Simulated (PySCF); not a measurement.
# Which determinant of SI lies lowest?

Unrestricted PBE0; S cc-pV(T+d)Z, I cc-pVTZ-PP with ECP28; scalar-relativistic core potentials (PySCF 2.14). Outer shells of the fragments: S 3s2 3p4; I 4d10 5s2 5p5.

Followed along the bond (rough minima from three points):

```tsv
2Ms+1	unpaired	⟨S²⟩ at the start	R at minimum (Å)	Te (eV)
2	π ↑	0.76	2.31	0.00
4	σ ↑, π ↑↑	3.76	none in the scan	≤ 1.66
```

Solutions found at the starting distance of 2.295 Å, counted from the lowest of them; the search is not exhaustive and high or unbound solutions are not listed, so other states can lie among these:

```csv
2Ms+1,unpaired,term,E (eV),⟨S²⟩,⟨Lz²⟩,μ (D)
2,π ↑,²Π,0.00,0.76,1.01,1.11
4,"σ ↑, π ↑↑",⁴Σ⁻,2.17,3.76,0.00,0.14
2,"σ ↓, π ↑↑",mixed,2.61,1.76,0.00,0.15
2,"σ ↑, π ↑↓",mixed,2.63,1.76,2.02,0.29
2,σ ↑,mixed,3.47,0.87,2.01,0.80
4,"σ ↑, π ↑↑",mixed,4.48,3.76,2.02,1.99
4,"σ ↑↑, π ↑",⁴Π,5.47,3.76,1.01,0.52
2,π ↑,mixed,6.61,1.09,1.03,0.04
```

A term symbol is given only where ⟨S²⟩ and ⟨Lz²⟩ are close to those of a pure state; real π, δ and φ orbitals otherwise mix terms. A positive dipole means S(−)I(+).

Spin–orbit coupling is left out. Counting both spins, an empty level lies below a filled one in some of these solutions, because spin and occupation are held.
